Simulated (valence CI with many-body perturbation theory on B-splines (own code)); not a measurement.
# E1 line list for Pb⁷⁴⁺

Computed by relativistic CI+MBPT: six valence electrons over a frozen Dirac-Fock core [He], radial functions for each j: 9 s, 9 p, 8 d, 6 f, 3 g, 1 h, with the one-electron correlation potential Σ1, the two-electron term Σ2, the three-electron term Σ3, Breit, model QED; selected CI, second order for the rest, scaled by the run's own slope (own B-spline code, finite nucleus).

The last digits are not significant, and no measured levels were compared; by estimate large intervals hold to a few tenths of a per cent, small ones and those within an open d or f shell to about a per cent. Among the levels kept, up to 1900 cm⁻¹ of a level comes from second order outside the variational space, and about a tenth of that is noise between levels of different J, which matters for small intervals.

Lines 101 to 150 of 220 in falling wavelength, among levels below 13613 eV, chosen from the strongest by gf and those to the six lowest levels. Wavelengths and rates use the calculated energies. Electric multipoles are in the length gauge with retardation, E1 and E2 with the static RPA response of the core. Weak lines are less certain than strong ones. Lines between different terms over intervals too small for the method are left out, as are lines whose strength nearly cancels. The highest levels of a list are the least certain.

Levels are named by their leading jj configuration (3d3/2^4 stands for four electrons in 3d with j = 3/2), which in mixed levels can hold well under half, so a name can repeat and another be missing. Letters in brackets count levels of one name in rising energy.

```tsv
λ vac (Å)	Upper	Lower	A (s⁻¹)	S (a.u.) with core polarisation	S without
5.040	(2s^2 2p1/2 2p3/2^2 3p1/2) J=2 [b]	(2s^2 2p1/2^2 2p3/2 3s) J=2	7.51e+10	2.37e-05	2.37e-05
4.663	(2s 2p1/2^2 2p3/2^2 3s) J=3	(2s^2 2p1/2^2 2p3/2 3s) J=2	8.50e+12	2.98e-03	2.98e-03
4.650	(2s 2p1/2^2 2p3/2^2 3p1/2) J=2 [a]	(2s^2 2p1/2^2 2p3/2 3p1/2) J=2	9.45e+11	2.34e-04	2.35e-04
4.649	(2s 2p1/2^2 2p3/2^2 3p1/2) J=3	(2s^2 2p1/2^2 2p3/2 3p1/2) J=2	8.25e+12	2.86e-03	2.87e-03
4.648	(2s 2p1/2^2 2p3/2^2 3p1/2) J=2 [a]	(2s^2 2p1/2^2 2p3/2 3p1/2) J=1	7.49e+12	1.86e-03	1.86e-03
4.620	(2s 2p1/2^2 2p3/2^2 3s) J=2 [a]	(2s^2 2p1/2^2 2p3/2 3s) J=1	4.83e+12	1.17e-03	1.18e-03
4.602	(2s 2p1/2^2 2p3/2^2 3s) J=2 [a]	(2s^2 2p1/2^2 2p3/2 3s) J=2	4.98e+12	1.20e-03	1.20e-03
4.522	(2s 2p1/2^2 2p3/2^3) J=2	(2s^2 2p1/2^2 2p3/2^2) J=2	2.73e+13	6.22e-03	6.23e-03
4.498	(2s 2p1/2 2p3/2^4) J=0	(2s^2 2p1/2 2p3/2^3) J=1	5.46e+13	2.45e-03	2.45e-03
4.479	(2s 2p1/2^2 2p3/2^3) J=1	(2s^2 2p1/2^2 2p3/2^2) J=0	1.76e+13	2.34e-03	2.34e-03
4.466	(2s 2p1/2^2 2p3/2^2 3s) J=1 [a]	(2s^2 2p1/2^2 2p3/2 3s) J=1	3.94e+12	5.20e-04	5.21e-04
4.462	(2s 2p1/2 2p3/2^4) J=1	(2s^2 2p1/2 2p3/2^3) J=2	4.86e+13	6.39e-03	6.40e-03
4.454	(2p1/2^2 2p3/2^4) J=0	(2s 2p1/2^2 2p3/2^3) J=1	1.10e+14	4.80e-03	4.81e-03
4.452	(2s 2p1/2^2 2p3/2^2 3s) J=1 [b]	(2s^2 2p1/2^2 2p3/2 3s) J=1	4.81e+13	6.29e-03	6.29e-03
4.449	(2s 2p1/2^2 2p3/2^2 3s) J=1 [a]	(2s^2 2p1/2^2 2p3/2 3s) J=2	2.59e+13	3.38e-03	3.38e-03
4.445	(2s 2p1/2^2 2p3/2^2 3p1/2) J=1 [a]	(2s^2 2p1/2^2 2p3/2 3p1/2) J=2	2.55e+13	3.31e-03	3.32e-03
4.445	(2s 2p1/2^2 2p3/2^2 3p1/2) J=1 [b]	(2s^2 2p1/2^2 2p3/2 3p1/2) J=2	8.85e+12	1.15e-03	1.15e-03
4.444	(2s 2p1/2^2 2p3/2^2 3p1/2) J=1 [a]	(2s^2 2p1/2^2 2p3/2 3p1/2) J=1	4.06e+12	5.27e-04	5.28e-04
4.443	(2s 2p1/2^2 2p3/2^2 3p1/2) J=1 [b]	(2s^2 2p1/2^2 2p3/2 3p1/2) J=1	4.71e+13	6.11e-03	6.12e-03
4.442	(2s 2p1/2^2 2p3/2^2 3p1/2) J=0	(2s^2 2p1/2^2 2p3/2 3p1/2) J=1	2.92e+13	1.26e-03	1.27e-03
4.442	(2s 2p1/2^2 2p3/2^2 3p1/2) J=2 [b]	(2s^2 2p1/2^2 2p3/2 3p1/2) J=2	5.00e+13	1.08e-02	1.08e-02
4.441	(2s 2p1/2^2 2p3/2^2 3p1/2) J=2 [b]	(2s^2 2p1/2^2 2p3/2 3p1/2) J=1	5.45e+12	1.18e-03	1.18e-03
4.439	(2s 2p1/2^2 2p3/2^2 3s) J=2 [b]	(2s^2 2p1/2^2 2p3/2 3s) J=1	7.43e+12	1.60e-03	1.61e-03
4.435	(2s 2p1/2^2 2p3/2^2 3s) J=1 [b]	(2s^2 2p1/2^2 2p3/2 3s) J=2	8.18e+12	1.06e-03	1.06e-03
4.432	(2s 2p1/2 2p3/2^4) J=1	(2s^2 2p1/2 2p3/2^3) J=1	9.11e+12	1.17e-03	1.18e-03
4.423	(2s 2p1/2^2 2p3/2^2 3s) J=2 [b]	(2s^2 2p1/2^2 2p3/2 3s) J=2	4.57e+13	9.75e-03	9.76e-03
4.397	(2s 2p1/2^2 2p3/2^2 3s) J=0	(2s^2 2p1/2^2 2p3/2 3s) J=1	2.78e+13	1.17e-03	1.17e-03
4.367	(2s 2p1/2^2 2p3/2^3) J=1	(2s^2 2p1/2^2 2p3/2^2) J=2	4.95e+13	6.10e-03	6.11e-03
2.486	(2s 2p1/2 2p3/2^4) J=1	(2s^2 2p1/2^2 2p3/2^2) J=0	8.91e+08	2.03e-08	2.02e-08
2.451	(2s 2p1/2 2p3/2^4) J=1	(2s^2 2p1/2^2 2p3/2^2) J=2	1.34e+11	2.92e-06	2.92e-06
1.563	(2s^2 2p1/2^2 2p3/2 3p1/2) J=1	(2s 2p1/2^2 2p3/2^3) J=1	8.80e+09	4.97e-08	4.96e-08
1.562	(2s^2 2p1/2^2 2p3/2 3p1/2) J=2	(2s 2p1/2^2 2p3/2^3) J=1	3.69e+10	3.47e-07	3.47e-07
1.544	(2s^2 2p1/2^2 2p3/2 3p1/2) J=1	(2s 2p1/2^2 2p3/2^3) J=2	5.94e+10	3.23e-07	3.23e-07
1.543	(2s^2 2p1/2^2 2p3/2 3p1/2) J=2	(2s 2p1/2^2 2p3/2^3) J=2	4.59e+09	4.16e-08	4.17e-08
1.485	(2s^2 2p1/2^2 2p3/2 3s) J=2	(2s^2 2p1/2 2p3/2^3) J=2	7.39e+09	5.97e-08	5.97e-08
1.483	(2s^2 2p1/2^2 2p3/2 3s) J=1	(2s^2 2p1/2 2p3/2^3) J=2	3.55e+09	1.72e-08	1.72e-08
1.482	(2s^2 2p1/2^2 2p3/2 3s) J=2	(2s^2 2p1/2 2p3/2^3) J=1	1.56e+09	1.25e-08	1.25e-08
1.480	(2s^2 2p1/2^2 2p3/2 3s) J=1	(2s^2 2p1/2 2p3/2^3) J=1	1.17e+10	5.61e-08	5.60e-08
1.444	(2s^2 2p1/2^2 2p3/2 3p3/2) J=1	(2s 2p1/2^2 2p3/2^3) J=1	9.47e+09	4.23e-08	4.23e-08
1.439	(2s^2 2p1/2^2 2p3/2 3p3/2) J=2	(2s 2p1/2^2 2p3/2^3) J=1	4.14e+09	3.04e-08	3.04e-08
1.434	(2s^2 2p1/2^2 2p3/2 3p3/2) J=0	(2s 2p1/2^2 2p3/2^3) J=1	4.34e+11	6.31e-07	6.31e-07
1.428	(2s^2 2p1/2^2 2p3/2 3p3/2) J=3	(2s 2p1/2^2 2p3/2^3) J=2	4.75e+10	4.79e-07	4.78e-07
1.428	(2s^2 2p1/2^2 2p3/2 3p3/2) J=1	(2s 2p1/2^2 2p3/2^3) J=2	1.18e+11	5.09e-07	5.08e-07
1.423	(2s^2 2p1/2^2 2p3/2 3p3/2) J=2	(2s 2p1/2^2 2p3/2^3) J=2	6.82e+10	4.84e-07	4.84e-07
1.336	(2s^2 2p1/2^2 2p3/2 3d3/2) J=2	(2s^2 2p1/2 2p3/2^3) J=2	2.30e+10	1.35e-07	1.35e-07
1.335	(2s^2 2p1/2^2 2p3/2 3d3/2) J=3	(2s^2 2p1/2 2p3/2^3) J=2	4.58e+09	3.76e-08	3.76e-08
1.334	(2s^2 2p1/2^2 2p3/2 3d3/2) J=1	(2s^2 2p1/2 2p3/2^3) J=2	5.58e+10	1.96e-07	1.96e-07
1.333	(2s^2 2p1/2^2 2p3/2 3d3/2) J=2	(2s^2 2p1/2 2p3/2^3) J=1	8.60e+10	5.03e-07	5.03e-07
1.331	(2s^2 2p1/2^2 2p3/2 3d3/2) J=1	(2s^2 2p1/2 2p3/2^3) J=1	1.85e+09	6.48e-09	6.48e-09
1.331	(2s^2 2p1/2^2 2p3/2 3d3/2) J=0	(2s^2 2p1/2 2p3/2^3) J=1	4.03e+10	4.69e-08	4.69e-08
```
